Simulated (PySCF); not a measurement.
**Exercise with solution: refractive index and permittivity of the vapour**

2-pyrimidin-2-yl-1,3-thiazole (C7H5N3S), SMILES c1cnc(-c2nccs2)nc1.

Geometry optimised at B3LYP-D3(BJ)/def2-SVP. One conformer was computed; it need not be the lowest.

PBE/def2-SVP in PySCF gives a mean static polarisability of 112.7 bohr³ and a dipole moment of 1.84 D. Take an ideal gas at 298.15 K and 0.1 bar, whether or not the substance is that volatile.

Q: Work out n − 1 in the optical limit and the static ε − 1.

A: 
Polarisability volume α' = 112.7 × 0.148185 = 16.70 Å³. Number density N = p/kT = 2.43e-6 Å⁻³.
Dilute limit of Lorentz–Lorenz: n − 1 = 2π N α' = 0.00025.
Orientation term of Debye: μ²/(3kT) = 8.098 Å³ × μ²(D²) = 27.42 Å³.
ε − 1 = 4π N (α' + μ²/3kT) = 0.0013. Orientation of the dipole supplies 62 % of the static response; it can't follow optical fields. Vibrational polarisation and dispersion are left out.
